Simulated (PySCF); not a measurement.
First SCF of a structure search on singlet RuF2, at a hand-made linear geometry. PySCF input:

```python
from pyscf import gto, scf, dft
mol = gto.M(atom='''
Ru     0.000000     0.000000     0.000000
F      0.000000     0.000000     1.890000
F      0.000000     0.000000    -1.890000''',
    basis={'Ru': 'def2-TZVP', 'F': 'def2-TZVP'},
    ecp={'Ru': 'def2-TZVP'},
    charge=0, spin=0)
mf = dft.RKS(mol, xc='PBE0')
mf.grids.atom_grid = (50, 194)
aux = {'Ru': 'def2-universal-JKFIT', 'F': 'def2-universal-JKFIT'}
mf = mf.density_fit(auxbasis=aux)
mf.conv_tol = 1e-08
mf.diis_space = 10
mf.max_cycle = 60
mf.init_guess = 'minao'
mf.verbose = 4
mf.kernel()
```

Excerpt of the output (cycles and frontier levels):

```
init E= -286.496609458437
cycle= 1 E= -294.218528825876  delta_E= -7.72  |g|= 0.982  |ddm|= 4.14
cycle= 2 E= -293.66722972259  delta_E= 0.551  |g|= 1.79  |ddm|= 2.48
  HOMO = -0.276524385660938  LUMO = -0.226388048388111  gap/eV = 1.36428
cycle= 3 E= -294.35550320089  delta_E= -0.688  |g|= 0.48  |ddm|= 2.33
  HOMO = -0.246776046537015  LUMO = -0.182028183505676  gap/eV = 1.76188
cycle= 4 E= -294.391858187825  delta_E= -0.0364  |g|= 0.238  |ddm|= 0.289
  HOMO = -0.247136887706731  LUMO = -0.158297744436125  gap/eV = 2.41744
cycle= 5 E= -294.401893047439  delta_E= -0.01  |g|= 0.0262  |ddm|= 0.145
  HOMO = -0.25282427241374  LUMO = -0.15647582364673  gap/eV = 2.62177
cycle= 6 E= -294.402356453303  delta_E= -0.000463  |g|= 0.0118  |ddm|= 0.0635
  HOMO = -0.254924544640367  LUMO = -0.157366790700058  gap/eV = 2.65468
cycle= 7 E= -294.402455297219  delta_E= -9.88e-05  |g|= 0.00603  |ddm|= 0.0301
  HOMO = -0.25654411565495  LUMO = -0.158445583065081  gap/eV = 2.66940
cycle= 8 E= -294.402482636428  delta_E= -2.73e-05  |g|= 0.000983  |ddm|= 0.0239
  HOMO = -0.25651437958013  LUMO = -0.158528017244456  gap/eV = 2.66634
cycle= 9 E= -294.402482856869  delta_E= -2.2e-07  |g|= 0.000135  |ddm|= 0.000697
  HOMO = -0.256546560836134  LUMO = -0.158554359627322  gap/eV = 2.66650
cycle= 10 E= -294.402482876887  delta_E= -2e-08  |g|= 1.97e-05  |ddm|= 0.00069
  HOMO = -0.256540904199123  LUMO = -0.158551802221559  gap/eV = 2.66642
cycle= 11 E= -294.402482877076  delta_E= -1.89e-10  |g|= 4.63e-06  |ddm|= 5.36e-05
  HOMO = -0.256541945257061  LUMO = -0.158552671556147  gap/eV = 2.66642
Extra cycle  E= -294.402482877068  delta_E= 7.84e-12  |g|= 1.03e-05  |ddm|= 9.42e-06
converged SCF energy = -294.402482877068
```

No lower solution of this spin was found from smeared starts or by a stability analysis within the restricted form, which does not test spin polarisation.

Stability towards spin polarisation was not tested.

The search for the lowest solution, 3 starts and the stability check together, took 7.8 s on 2 threads of a shared Arm Neoverse V1 host, with 102 basis functions; the process peaked at 0.39 GiB. Launch command: `OMP_NUM_THREADS=2 python axn.py task.json out`.
